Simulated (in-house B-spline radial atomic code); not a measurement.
A fraction x of an electron is moved 5d → 5f in La III (La2+), starting from [Xe] 5d1 and keeping the highest spin. All numbers are computed (scalar-relativistic (X2C) PW91, spin-polarised, spherical fractional occupations; Fermi nucleus of rms radius 4.855 fm) with a radial B-spline atomic code at the basis-set limit, not measured.

```
    x  E(x) - E(0) (eV)  5d up level (eV)  5f up level (eV)
    0            0.0000           -15.045                 -
0.125            1.2867           -15.502            -5.013
 0.25                 ?                 ?                 ?
0.375            3.9695           -16.386            -5.444
  0.5            5.3494           -16.808            -5.671
0.625            6.7538           -17.216            -5.882
 0.75                 ?                 ?                 ?
0.875            9.6364           -17.989            -6.262
    1           11.1143                 -            -6.436
```

What belongs in the row x = 0.25?

An energy change of 2.6143 eV; 5d up at -15.950 eV, 5f up at -5.212 eV.

What belongs in the row x = 0.75?

An energy change of 8.1828 eV; 5d up at -17.609 eV, 5f up at -6.078 eV.

Check Janak's theorem between x = 0.375 and 0.5.

The slope of the energy is 11.04 eV; the orbital levels give 11.04 eV (ε of the receiving orbital less ε of the emptying one, averaged over the two points).
